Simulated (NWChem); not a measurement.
One site exchanged: Br, F, H, I

Each species was optimised at PBE0/def2-SVP with NWChem, gas phase unless a solvent is named. All stand in one matching conformer (torsions within 35°), which need not be the lowest. For some, no frequency run checked for a minimum. def2 effective core potentials on Te, I; no spin-orbit coupling.

A: N[Te]Br (NH$_{2}$TeBr)
B: [Te](F)N (NH2TeF)
C: N[TeH] (NH3Te)
D: I[Te]N (NH2TeI)

| quantity | A (Br) | B (F) | C (H) | D (I) |
|---|---|---|---|---|
| Pauling electronegativity of the site (pymatgen's table) | 2.96 | 3.98 | 2.20 | 2.66 |
| electrons in the molecule | 96 | 70 | 62 | 114 |
| dipole (D), PBE0/def2-SVP | 2.09 | 2.26 | 1.54 | 1.84 |
| orbital gap (eV), PBE0/def2-SVP | 4.07 | 4.72 | 5.40 | 3.72 |
| vertical ionisation energy, ΔSCF, B3LYP/def2-SVP (eV) | 8.38 | 8.60 | 8.64 | 8.19 |
| static polarisability, B3LYP/def2-SVPD (bohr³) | 75.5 | 49.8 | 52.6 | 91.4 |
| lowest singlet excitation, B3LYP/def2-SVPD, TDA (eV) | 2.51 | 2.97 | 3.59 | 2.27 |

“Dipole (D), PBE0/def2-SVP” runs from 1.54 in C (H) to 2.26 in B (F), rising in step with the site's electronegativity. “Orbital gap (eV), PBE0/def2-SVP” runs from 3.72 in D (I) to 5.40 in C (H), falling in step with the number of electrons. “Vertical ionisation energy, ΔSCF, B3LYP/def2-SVP (eV)” runs from 8.19 in D (I) to 8.64 in C (H), falling in step with the number of electrons. “Static polarisability, B3LYP/def2-SVPD (bohr³)” runs from 49.8 in B (F) to 91.4 in D (I), in no step with either the site's electronegativity or the electron count. “Lowest singlet excitation, B3LYP/def2-SVPD, TDA (eV)” runs from 2.27 in D (I) to 3.59 in C (H), falling in step with the number of electrons. The order by orbital gap (eV) is the same as the order by lowest singlet excitation. The order by vertical ionisation energy is neither the same as nor the reverse of the order by static polarisability.

These are trends among computed rows of three or four species; they are not measurements.
